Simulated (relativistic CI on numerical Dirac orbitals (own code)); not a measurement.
# The 28-electron sequence from Cd20+ to Ho39+

Calculated at this level of theory: Dirac-Coulomb-Breit CI, separate exchange-only KLI orbitals for each configuration, model QED, unscaled Slater integrals (own radial code, finite nucleus).

CI space (outside the closed core [Ar]): 3d10, 3d8 4s2, 3d9 4s, 3d9 4p, 3d9 4d, 3d8 4s 4p, 3d9 4f. Levels of other configurations are missing.

Energies above each ion's lowest level, in eV. Levels are followed by their leading LS label, which can pass from one level to another where the coupling changes.

```
  Ion  3d10 1S_0  3d9 4s 3D_3  3d9 4s 3D_2  3d9 4s 3D_1  3d9 4s 1D_2  3d9 4p 3P°_2  3d9 4p 3F°_3
Cd20+          0       378.85       379.72       385.97       386.67        419.84        420.62
In21+          0       411.21       412.12       419.19       419.91        454.15        454.94
Sn22+          0       444.73       454.37       453.64       445.67        489.63        490.42
Sb23+          0       479.39       490.06       489.31       480.37        526.27        527.06
Te24+          0       515.19       526.97       526.21       516.21        564.05        564.84
 I25+          0       552.11       565.09       564.31       553.16        602.97        603.77
Xe26+          0       590.14       604.41       603.61       591.23        643.01        643.81
Cs27+          0       629.27       644.93       644.11        630.4        684.16        684.97
Ba28+          0       669.48       686.63        685.8       670.65        726.42        727.23
La29+          0       710.77       729.52       728.67       711.98        769.76        770.57
Ce30+          0       753.12       773.57        772.7       754.36        814.18        814.99
Pr31+          0       796.51       818.79       817.91       797.79        859.66        860.48
Nd32+          0       840.94       865.17       864.26       842.26        906.18        907.01
Pm33+          0       886.38       912.69       911.77       887.74        953.75        954.58
Sm34+          0       932.83       961.35       960.41       934.23        1002.3        1003.2
Eu35+          0       980.27       1011.1       1010.2        981.7        1051.9        1052.8
Gd36+          0       1028.7         1062       1061.1       1030.1        1102.5        1103.3
Tb37+          0         1078         1114         1113       1079.5          1154        1154.9
Dy38+          0       1128.3       1167.1       1166.1       1129.9        1206.6        1207.4
Ho39+          0       1179.5       1221.3       1220.3       1181.1          1260        1260.9
```

The lowest level keeps the configuration 3d10 and J = 0 throughout.

Between Z = 64 and 67 the energy of 3d9 4s 3D_3 follows a local power law Z^3.0. For orientation: electrostatic splittings inside a shell grow about linearly with the screened charge, excitations that change n as its square, and fine structure as its fourth power; written in Z itself the exponents are larger, since the screened charge grows faster in proportion.
